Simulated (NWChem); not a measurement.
Molecule: C$_{3}$H$_{8}$N, doublet; SMILES C([N]C)C

```xyz
12

C      0.1804    -1.8831     0.0013
C     -0.4570    -0.4947    -0.0015
N      0.5412     0.5495    -0.0019
C     -0.0464     1.8659     0.0014
H     -0.5861    -2.6664     0.0001
H      0.8136    -2.0165    -0.8819
H      0.8090    -2.0150     0.8881
H     -1.1184    -0.3772    -0.8813
H     -1.1221    -0.3751     0.8751
H      0.7351     2.6320     0.0043
H     -0.6921     2.0195     0.8845
H     -0.6893     2.0240    -0.8829
```
Atoms are numbered in this order, from 1.

Computed with NWChem. Spin-unrestricted. The geometry was optimised at B3LYP/6-31G* (spherical d), spin-unrestricted. No stability test was run on the SCF state. Level MN15/def2-SVP: energy and gradient on several grids; changes count from the extra-fine grid, which is no exact limit either.

Task: Which is the coarsest grid (fine; medium; xfine; coarse; xcoarse) from which on the energy stays within 100 μHa and each gradient component within 200 μHa/bohr of xfine?

Result: medium.
| grid | size of the energy change (μHa) | largest change of a gradient component (μHa/bohr) | time, medium = 1 (rough) |
|---|---|---|---|
| xcoarse | 30000 | 2000 | 0.5 |
| coarse | 300 | 200 | about 1 |
| medium | 10 | < 30 | about 1 |
| fine | < 10 | < 30 | about 1 |
| xfine | < 10 | < 30 | 4 |
